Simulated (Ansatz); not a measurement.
`C[SiH2]NPS` + H₂O → `OPS` + `C[SiH2]N`  (formal hydrolysis of a P–N bond)

Gas-phase electronic energies from Ansatz, PBE0-D4/def2-TZVP geometries. CCSD(T)/CBS adds triple-zeta CCSD(T) − MP2 to the extrapolated MP2 energy (def2 sets, frozen cores). This one scheme is used for every species. Functionals use def2-TZVPP. Each species was taken in one conformer, which may not be the lowest.

CCSD(T)/CBS gives +0.7 kJ/mol.

Another level gave -2.7 kJ/mol. Which?
A. r2SCAN0/def2-TZVPP
B. CAM-B3LYP/def2-TZVPP
C. CCSD/def2-TZVPP
D. revPBE-D4/def2-TZVPP

C. CCSD/def2-TZVPP -2.7, r2SCAN0 -8.1, CAM-B3LYP -16.3, revPBE-D4 2.0 kJ/mol.

What do rigid-rotor, harmonic-oscillator terms from PBE0-D4/def2-TZVP frequencies (298.15 K, 1 bar) make of the CCSD(T)/CBS value? (Best estimate.)

Ansatz gave: ΔZPE = +3.4 kJ/mol, ΔH = +1.4 kJ/mol, ΔS = 21 J/(mol·K), ΔG = -4.9 kJ/mol.

Largest T1 diagnostic among the species: 0.014.

The D4 term adds +15.9 kJ/mol with B3LYP and +9.2 kJ/mol with PBE0; it sums over pairs of atoms, weighted by their polarisabilities, and B3LYP, whose exchange is more repulsive, gets the larger term. From PBE to PBE0 (25 % exact exchange), in def2-TZVPP and without D4, ΔE moves by +3.6 kJ/mol.

B3LYP here is the variant with VWN-RPA as its local correlation; programs differ in this.
